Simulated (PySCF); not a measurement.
Compound: C4H6BN.
Bonds: B1–N2, N2–C3 (aromatic), C3–C4 (aromatic), C4–C5 (aromatic), C5–C6 (aromatic), N2–C6 (aromatic). Hydrogens: H7, H8 on B1; H9 on C3; H10 on C4; H11 on C5; H12 on C6.

The closed-shell SCF was solved with PySCF and density fitting under several settings on one GFN2-xTB geometry (grid level 2 and gas phase unless stated).

```csv
settings,basis functions,SCF cycles,E (Eh),HOMO (eV),LUMO (eV),dipole (D)
PBE0/pcSseg-1,132,14,-235.3243,-6.58,-1.29,0.28
wB97X-D/def2-SVPD,168,13,-235.3985,-8.39,0.56,0.19
```

Question: Estimate the row for these settings: PBE0/IGLO-II.

Answer: 
```tsv
settings	basis functions	SCF cycles	E (Eh)	HOMO (eV)	LUMO (eV)	dipole (D)
PBE0/IGLO-II	168	14	-235.4084	-6.54	-1.28	0.26
```

Question: Over all rows, what range does the HOMO–LUMO gap span?

Answer: From 5.26 eV (PBE0/IGLO-II) to 8.95 eV (wB97X-D/def2-SVPD). The functional of the narrowest has 25 % exact exchange, that of the widest range-separated exact exchange.

Question: And the dipole moment?

Answer: From 0.19 D (wB97X-D/def2-SVPD) to 0.28 D (PBE0/pcSseg-1); the largest is 1.47 times the smallest, and the median is 0.26 D.

Question: Compare two rows with the functional PBE0: PBE0/IGLO-II and PBE0/pcSseg-1. Which energy is lower, and by how much?

Answer: PBE0/IGLO-II (168 functions) lies 0.0841 Eh or 53 kcal/mol below PBE0/pcSseg-1 (132 functions).

wB97X-D ran without the empirical dispersion term, which would shift the total energy alone. Cycle counts include a coarse-grid stage where the run had one.
